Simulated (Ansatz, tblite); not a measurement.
Cost and result up the ladder for V5O21H17 (43 atoms). The state is a singlet with charge 0. Geometry: PBE-D4/def2-SVP.

```
atom   x (Å)   y (Å)   z (Å)
  V1   1.989  -0.347  -2.694
  V2  -2.032   0.850   0.025
  V3  -2.152   0.457  -3.856
  V4  -1.089   0.423   3.289
  V5   1.565  -1.782   1.212
  O6   1.134  -2.673   2.736
  O7   3.769  -0.388  -2.639
  O8   2.610  -2.582  -0.037
  O9   3.021  -1.046   2.035
 O10   1.379  -1.969  -2.413
 O11  -1.121  -1.313   3.360
 O12  -1.120   2.015  -0.854
 O13   0.134  -2.130   0.373
 O14   1.008   0.005   0.975
 O15  -1.628  -0.650  -0.540
 O16   1.400   0.760  -1.486
 O17  -1.718  -1.107  -3.227
 O18   1.439   0.197  -4.098
 O19  -0.204   2.726   5.589
 O20  -1.983   1.076   4.618
 O21   0.410   0.994   3.450
 O22  -3.705   1.124  -0.368
 O23  -1.818   1.020   1.749
 O24  -2.476   0.348  -5.584
 O25  -3.397   1.038  -3.043
 O26  -0.795   1.567  -3.464
 H27   1.838  -2.523   3.403
 H28   4.271  -0.173  -3.448
 H29   3.560  -2.389   0.099
 H30   3.381  -0.143   1.987
 H31   1.795  -2.406  -1.617
 H32  -0.337  -1.919   3.206
 H33  -0.802   1.900  -1.815
 H34  -0.650  -1.545  -0.045
 H35   1.314   0.591   1.702
 H36   1.248   0.531  -0.511
 H37  -1.752  -1.210  -2.234
 H38  -0.359   3.588   5.155
 H39  -1.443   1.761   5.156
 H40   0.401   2.265   4.960
 H41  -3.881   1.135  -1.354
 H42  -3.294   0.716  -5.972
 H43   0.093   1.210  -3.779
```

Ansatz on 2 threads of AMD EPYC 7R13 on a shared host and a share (18 GiB) of an NVIDIA H100 80GB HBM3; xTB runs through tblite on one thread. Times are rough, summed over both states, and most runs start from the orbitals of an earlier one. No level here is sound enough to serve as a yardstick. The other state is a triplet.

The xTB rows come from tblite. Single mean-field runs in def2-SVP are fitted with def2-universal-jkfit. HOMO above LUMO, or a gap near zero within one spin, warns that the state may not be the lowest or that an electron is smeared out. In the singlet geometry the species has come apart into loosely held pieces. In the triplet geometry the species has come apart into loosely held pieces.

xTB has no spin-polarisation term.

```csv
level,functions,wall time,vertical triplet (eV),remarks
GFN2-xTB,146,0.52 s,2.61,–
GFN1-xTB,163,0.81 s,2.91,–
PBE-D4/def2-SVP (with forces),534,27 s,3.03,"gap within one spin near zero (triplet), restricted SCF unstable in HF (singlet)"
PBE0-D4/def2-SVP,534,35 s,2.62,restricted SCF unstable in HF (singlet)
```
